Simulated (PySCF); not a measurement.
MgCl₂, SMILES [Mg]([Cl])[Cl].

Coordinates come from a ωB97X-D3(BJ)/def2-TZVP optimisation. The isomer is the one that the SMILES or the coordinates give; other isomers of the formula were not compared.

These are M06-2X/def2-TZVPD in PySCF values and carry that method's errors.

The molecule is in vacuum.

```json
{
  "total_energy": "-1120.60967 hartree",
  "point_group": "D∞h",
  "highest_occupied_level": "-10.37 eV",
  "lowest_empty_level": "-1.45 eV",
  "orbital_gap": "8.92 eV",
  "dipole_moment": "0.00 D",
  "quadrupole, principal values (traceless, Buckingham form, about the centre of nuclear charge)": "-16.38, 8.19, 8.19 D·Å",
  "mean_static_polarisability": "48.8 bohr³ (7.23 Å³)",
  "polarisability_principal_values": "43.2, 43.2, 60.1 bohr³"
}
```
